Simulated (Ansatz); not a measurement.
Geometry optimisation, Ansatz 0.2.0, RKS PBE0/def2-SVP.

The input (input.yaml):

```yaml
crystal:
  periodic: [false, false, false]
  atoms:
    - { symbol: W, position_ang: [0.084759, 0.187626, -0.418786] }
    - { symbol: F, position_ang: [-0.360391, 0.727722, 2.545043] }
    - { symbol: H, position_ang: [1.624448, -0.472476, -0.536374] }
    - { symbol: H, position_ang: [-0.211708, 1.777332, 0.044857] }
    - { symbol: F, position_ang: [-1.634146, -0.48772, -0.07544] }
    - { symbol: H, position_ang: [0.508981, -0.947159, 0.737624] }
    - { symbol: F, position_ang: [0.119051, -0.055237, -2.256165] }
    - { symbol: P, position_ang: [2.001876, 1.453289, 0.2963] }
    - { symbol: H, position_ang: [3.168681, 0.871408, 0.846178] }
    - { symbol: H, position_ang: [1.88939, 2.648722, 1.05093] }
    - { symbol: H, position_ang: [0.548159, 0.855094, 2.392033] }
basis:
  gaussian: { orbitals: def2-SVP }
hamiltonian:
  xc: pbe0
relax:
  f_tol: 0.03
  max_steps: 50
```

Launched with:

```bash
$ ansatz run input.yaml --threads 4 --pin off --max-ram 5120MiB --backend cpu --events-out ev --progress --plain --runs-dir out
```

Q: Where does it end, and by what steps?

A: The run converged. After 7 steps the energy has fallen by 0.122 eV; F2 moved furthest, 0.46 Å. Joined: W1–F2 (3.05 → 2.51 Å).

```
step  energy less start (eV)  largest force component (eV/Å)  accepted
   0                  0.0000                           0.767       yes
   1                 -0.0418                           1.039       yes
   2                 -0.0803                           0.507       yes
   3                 -0.0906                           0.981       yes
   4                 -0.1033                           0.380       yes
   5                 -0.1206                           0.138       yes
   6                 -0.1215                           0.060       yes
   7                 -0.1222                           0.029       yes
```

```xyz
11
Properties=species:S:1:pos:R:3
W 0.110 0.214 -0.254
F -0.542 0.600 2.139
H 1.637 -0.447 -0.478
H -0.133 1.827 0.156
F -1.633 -0.489 -0.043
H 0.584 -0.964 0.845
F 0.062 0.011 -2.100
P 2.016 1.431 0.304
H 3.292 0.932 0.657
H 2.034 2.711 0.917
H 0.314 0.733 2.483
```

Whether the end is a true minimum wasn't checked by a vibrational analysis.

Time of the run: 23 s on 4 threads of Arm Neoverse V1, on a shared host, peak memory 0.3 GiB.
